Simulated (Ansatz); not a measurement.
C₂H₆B₂FN (`BC1(F)NB1C`), charge 0, multiplicity 1.

Q: Give a relaxed structure at PBE0-D4/def2-TZVP (Ansatz). (Estimate.)

A: The calculation gave: 
```xyz
12

B    -0.160   -1.356   -0.867
C     1.128   -0.617   -0.829
F     2.282   -1.033   -0.288
N     0.949    0.764   -0.795
B    -0.100    0.325   -0.004
C    -0.959    0.853    1.172
H    -0.291   -2.418   -0.341
H    -0.994   -0.897   -1.604
H     1.640    1.487   -0.904
H    -0.934    1.941    1.260
H    -0.565    0.429    2.102
H    -1.995    0.521    1.096
```
This is one stationary point; other conformers may exist.
